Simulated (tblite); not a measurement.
A tight-binding relaxation on `C=CO[Si@H](O)[Se][SiH3]`.

Computed with GFN2-xTB geometry optimisation, gas phase (tblite 0.8.0). Start geometry: from a force field or distance geometry. The input is one job of a driver script: a line of settings, then coordinates in Å.

Command:
```bash
OMP_NUM_THREADS=1 python probes_run.py task.json out
```

Input:
```
{"job": {"kind": "relax", "xc": "GFN2-xTB", "basis": "xTB"}, "charge": 0, "multiplicity": 1}
C     -3.166700     0.473800     0.184100
C     -2.414300     0.017700    -0.801800
O     -1.276700     0.680700    -1.259200
Si     0.207000    -0.211500    -1.061700
O      0.022700    -1.064100     0.453600
Se     1.991600     1.167300    -0.730000
Si     3.321700     0.090400     0.798200
H     -2.988000     1.414900     0.701600
H     -4.013200    -0.110200     0.481800
H     -2.655700    -0.932100    -1.256200
H      0.404600    -1.124700    -2.180000
H     -0.110800    -0.401600     1.187700
H      3.105100     0.743000     2.110800
H      4.723400     0.040500     0.395200
H      2.844800    -1.293200     0.954000
```

Task: Give the output.

Result: 
```
step      E/eV     max force
  0    -631.96748    2.490
  1    -632.20941    1.591
  2    -632.32078    1.297
  3    -632.34742    0.529
  4    -632.36423    0.286
  5    -632.38459    0.554
  6    -632.39818    0.476
  7    -632.42138    0.392
  8    -632.43743    0.380
  9    -632.45417    0.431
... (256 lines left out)
266    -632.80943    0.064
267    -632.80980    0.078
268    -632.81044    0.047
269    -632.81085    0.030
270    -632.81124    0.029
271    -632.81141    0.018
272    -632.81146    0.029
273    -632.81151    0.031
274    -632.81154    0.010
275    -632.81156    0.009
```

«max force» is the largest atomic force in eV/Å.

Task: From which step on does the largest force stay under 0.1 eV/Å, and how much energy is left to gain from there?

Result: From step 232 (0.067 eV/Å), 12.6 meV above the end.

In short: energy lowered by 19.5 kcal/mol over 275 steps; largest atomic force 0.009 eV/Å at the end.

Task: Where do the atoms end?

Result: 1.342 Å rms from the input after alignment:
```
atom  x, y, z in Å
C1    -3.4725    0.6867   -0.3545
C2    -2.1768    0.5468   -0.5613
O3    -1.4176   -0.3045    0.1638
Si4    0.0864   -0.8315   -0.1296
O5     0.6920   -1.3173    1.2896
Se6    1.4127    0.8365   -0.8952
Si7    3.3293    0.2729    0.2167
H8    -3.9864    0.1126    0.3962
H9    -4.0476    1.3836   -0.9329
H10   -1.6381    1.1148   -1.3126
H11    0.0436   -1.9311   -1.0845
H12    0.0974   -1.6284    1.9678
H13    3.1678    0.5757    1.6331
H14    4.3354    1.1205   -0.4091
H15    3.5701   -1.1465   -0.0094
```

Task: Estimate the wall time. Hardware: Intel Xeon at 2.50 GHz, one thread, shared host.

Result: About 7.3 s.
Labels such as C1 count atoms from 1, the log's own numbers from 0.
